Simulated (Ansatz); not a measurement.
One change: `F[C@H]1B[C@@H]1F` becomes `C[C@H]1B[C@@H]1F`.

Ansatz, PBE0-D4/def2-TZVP geometries, multiplicity 1. 

```json
{"property": "HOMO–LUMO gap (PBE/def2-TZVPP) / eV", "`F[C@H]1B[C@@H]1F`": "3.16"}
{"property": "size of the dipole moment (ωB97M-V/def2-TZVPP) / D", "`F[C@H]1B[C@@H]1F`": "1.76"}
{"property": "HOMO–LUMO gap (ωB97M-V/def2-TZVPP) / eV", "`F[C@H]1B[C@@H]1F`": "9.99"}
{"property": "size of the dipole moment (PBE/def2-TZVPP) / D", "`F[C@H]1B[C@@H]1F`": "1.50"}
{"property": "size of the dipole moment (B3LYP/def2-TZVPP) / D", "`F[C@H]1B[C@@H]1F`": "1.75"}
{"property": "HOMO–LUMO gap (B3LYP/def2-TZVPP) / eV", "`F[C@H]1B[C@@H]1F`": "5.18"}
```

**Question.** Give the same properties after the change, and the shifts. (Best estimate.)

**Answer.** Computed: 
```
                                          property  `C[C@H]1B[C@@H]1F`  shift
               HOMO–LUMO gap (PBE/def2-TZVPP) / eV                3.36   0.20
size of the dipole moment (ωB97M-V/def2-TZVPP) / D                2.08   0.32
           HOMO–LUMO gap (ωB97M-V/def2-TZVPP) / eV               10.06   0.07
    size of the dipole moment (PBE/def2-TZVPP) / D                1.98   0.48
  size of the dipole moment (B3LYP/def2-TZVPP) / D                2.09   0.34
             HOMO–LUMO gap (B3LYP/def2-TZVPP) / eV                5.35   0.17
```

With PBE0 the HOMO rises by 0.64 eV and the LUMO rises by 0.79 eV, so the gap widens by about 0.15 eV. PBE moves the HOMO by 0.60 eV and ωB97M-V by 0.63 eV. Dipoles are sizes alone; their direction can turn.

B3LYP here is the variant with VWN-RPA as its local correlation; programs differ in this.
